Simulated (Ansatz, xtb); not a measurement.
Molecule: CAu (charge 0, doublet). The spin state was set by rule; other spins were not relaxed. SMILES: [C][Au]
Geometry from a B3LYP-D3(BJ)/def2-TZVP (Ansatz, an electronic-structure program) optimisation:
```xyz
2

Au     0.0000     0.0000    -0.1327
C      0.0000     0.0000     1.7478
```
Charge 0, spin multiplicity 2.

Harmonic wavenumbers from GFN2-xTB (xtb, at its own minimum), cm⁻¹: 536.

**Question.** Give the harmonic wavenumbers at B3LYP-D3(BJ)/def2-TZVP (Ansatz, finite differences of forces, unscaled).

**Answer.** 662 cm⁻¹. Zero-point energy 0.9 kcal/mol.

**Question.** From these and the geometry, give the ideal-gas thermochemistry at 298.15 K and 1 atm (rigid rotor, harmonic oscillator).

**Answer.** Point group C∞v, rotational symmetry number 1. Rotational constants 12.62, 12.62 GHz. S(trans) 41.92, S(rot) 14.31, S(vib) 0.35, S(elec, spin only) 1.38, S 58.0 cal/(mol K). H(298) - H(0) 2.15 kcal/mol; G - E(el) -14.2 kcal/mol.
